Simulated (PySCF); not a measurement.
# Ge⁻ (germanium, charge -1) across methods

[Ar] 3d10 4s2 4p3, high-spin 4S determinant. All numbers are calculated (PySCF 2.14, scalar relativity by spin-free X2C-1e, in x2c-QZVPPall with one added diffuse shell each of s, p, d, f type (12s9p6d5f1g, 113 functions)).

| method | E (hartree) | mean ε 4s α (eV) | mean ε 4s β (eV) | mean ε 4p α (eV) | Σ⟨r²⟩ (bohr²) | ⟨S²⟩ |
| --- | --- | --- | --- | --- | --- | --- |
| BHandHLYP | -2098.799 | -8.891 | -6.094 | -0.101 | 65.77 | 3.751 |
| MN15 | -2100.295 | -8.010 | -5.888 | 0.013 | 67.76 | 3.752 |
| UHF | -2097.14730 | -11.585 | -6.541 | -1.591 | 64.75 | 3.753 |
| r2SCAN | -2098.824 | -6.520 | -4.315 | 0.975 | 65.95 | 3.752 |
| M06-2X | -2098.912 | -8.554 | -5.001 | -0.203 | 64.57 | 3.752 |
| PBE | -2098.558 | -6.033 | -4.387 | 1.154 | 68.87 | 3.751 |
| LDA | -2095.572 | -6.215 | -4.760 | 1.078 | 68.92 | 3.750 |

(1) Estimate the same row for PBE0.

The outer electron is barely bound at this level, so radii and moments hang on the diffuse functions.

The highest occupied level is positive at MN15, PBE0, r2SCAN, PBE, LDA: only the finite basis holds that electron, which in a density functional comes from self-interaction.

Results:

(1) E (hartree) = -2098.579; mean ε 4s α (eV) = -7.515; mean ε 4s β (eV) = -5.111; mean ε 4p α (eV) = 0.426; Σ⟨r²⟩ (bohr²) = 66.20; ⟨S²⟩ = 3.751.
